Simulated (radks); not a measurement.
Sm3+, 59 electrons, occupied as [Xe] 4f5. Calculated with a radial shooting solver on a logarithmic mesh with Libxc functionals: Dirac Kohn-Sham, LDA (Slater exchange, Perdew-Wang correlation), spin-unpolarised, spherical densities, finite nucleus; open shells fill j = l - 1/2 first; Fermi nuclear charge, rms radius 5.0819 fm.

X-ray form factor f0, the Fourier transform of the density (f0(0) = 59):

| sin(theta)/lambda (1/angstrom) | f0 (electrons) |
|---|---|
| 0.05 | 58.343 |
| 0.1 | 56.492 |
| 0.15 | 53.761 |
| 0.2 | 50.547 |
| 0.25 | 47.208 |
| 0.3 | 44.000 |
| 0.4 | 38.407 |
| 0.5 | 33.909 |
| 0.6 | 30.194 |
| 0.8 | 24.347 |
| 1 | 20.262 |
| 1.25 | 17.008 |
| 1.5 | 14.778 |
| 2 | 11.064 |
